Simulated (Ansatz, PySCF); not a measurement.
but-1-yne (C4H6), SMILES C#CCC.

The structure is a stationary point at B3LYP-D3(BJ)/def2-SVP.

Vertical ionisation energy (IE) and electron affinity (EA) in eV. Rows of orbital energies are one-electron estimates. Where ΔSCF, EOM or ADC give a negative EA the extra electron is unbound and the value depends on the basis.

```
level                                                                        IE     EA
------------------------------------------------------------------------  -----  -----
−ε(HOMO), −ε(LUMO), ωB97X/def2-TZVP (PySCF)                               10.06  -2.98
−ε(HOMO), −ε(LUMO), PBE/def2-TZVP (PySCF)                                  6.41   0.03
ΔSCF, CAM-B3LYP/def2-SVPD (Ansatz), final states of multiplicity 2 and 2  10.17  -1.91
ΔSCF, PBE/def2-SVPD (Ansatz), final states of multiplicity 2 and 2         9.94  -1.65
```

What vertical singlet–triplet gap does ΔSCF give with CAM-B3LYP/def2-SVPD (Ansatz, an electronic-structure program) and with PBE/def2-SVPD (Ansatz)? (An estimate is asked for; the answer gives what the named calculation found.)

5.64 and 5.59 eV (triplet above singlet where positive).
